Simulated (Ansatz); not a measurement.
Basis-set series for H₇NSi₃, SMILES `[SiH]N([SiH3])[SiH3]`. The species carries charge 0 and has multiplicity 1. The geometry is a stationary point of PBE0-D4/def2-TZVP.

```tsv
functional	basis	functions	energy (Eh)	HOMO (eV)	LUMO (eV)
PBE0-D4	def2-TZVPP	255	-927.06941	-6.61	-2.16
PBE0-D4	def2-QZVPP	477	-927.10291	-6.62	-2.19
ωB97M-V	def2-TZVPP	255	-927.40771	-8.70	-0.22
ωB97M-V	def2-QZVPP	477	-927.43875	-8.72	-0.31
```

Task: Give the rows for def2-SVP. (Estimate.)

Result: Ansatz gave: 
| functional | basis | functions | energy (Eh) | HOMO (eV) | LUMO (eV) |
| --- | --- | --- | --- | --- | --- |
| PBE0-D4 | def2-SVP | 103 | -926.69371 | -6.55 | -2.06 |
| ωB97M-V | def2-SVP | 103 | -927.02699 | -8.60 | 0.00 |
